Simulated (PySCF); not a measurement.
# Basis and Hamiltonian dependence of the excitation energy of C²⁺

C²⁺ [He] 2s2 (1S) → C²⁺ [He] 2s1 2p1 (3P). Calculated with PySCF 2.14 from differences of total energies of unrestricted determinants, without spin-orbit coupling. Values in eV.

| basis | Hamiltonian | functions | UHF | LDA | PBE0 | MP2 (valence) | CCSD(T) (valence) | CCSD(T) (valence and next inner shell) |
| --- | --- | --- | --- | --- | --- | --- | --- | --- |
| aug-cc-pVDZ-DK | spin-free X2C | 23 | 4.712 | 5.769 | 5.611 | 5.734 | 6.581 | n/a |
| aug-cc-pwCVDZ | non-relativistic | 27 | 4.736 | 5.810 | 5.651 | 5.790 | 6.625 | 6.614 |
| x2c-TZVPPall with one added diffuse shell each of s, p, d type | spin-free X2C | 40 | 4.662 | 5.716 | 5.554 | 5.736 | 6.515 | 6.490 |
| dyall-av2z | non-relativistic | 42 | 4.655 | 5.706 | 5.545 | 5.742 | 6.556 | n/a |
| aug-cc-pVTZ | non-relativistic | 46 | 4.677 | 5.725 | 5.571 | 5.760 | 6.529 | n/a |
| aug-cc-pVTZ-DK | spin-free X2C | 46 | 4.695 | 5.742 | 5.589 | 5.777 | 6.546 | n/a |
| cc-pVQZ | non-relativistic | 55 | 4.643 | n/a | n/a | 5.783 | 6.529 | n/a |
| x2c-QZVPPall | spin-free X2C | 57 | 4.656 | 5.716 | 5.555 | 5.781 | 6.531 | 6.489 |
| aug-cc-pCVTZ-DK | spin-free X2C | 59 | 4.688 | 5.743 | 5.587 | 5.793 | n/a | 6.531 |
| aug-cc-pwCVTZ | non-relativistic | 59 | 4.664 | 5.725 | 5.565 | 5.780 | 6.538 | 6.499 |
| dyall-av3z | spin-free X2C | 71 | 4.654 | 5.717 | 5.555 | 5.786 | 6.546 | n/a |
| dyall-acv3z | non-relativistic | 76 | 4.636 | 5.699 | 5.537 | 5.768 | 6.529 | 6.519 |
| aug-cc-pVQZ-DK | spin-free X2C | 80 | 4.661 | 5.725 | 5.560 | 5.802 | 6.546 | n/a |
| aug-cc-pCVQZ-DK | spin-free X2C | 109 | 4.659 | 5.723 | 5.558 | 5.806 | n/a | n/a |

Frozen in the all-electron rows: valence: 1s2; valence and next inner shell: nothing.
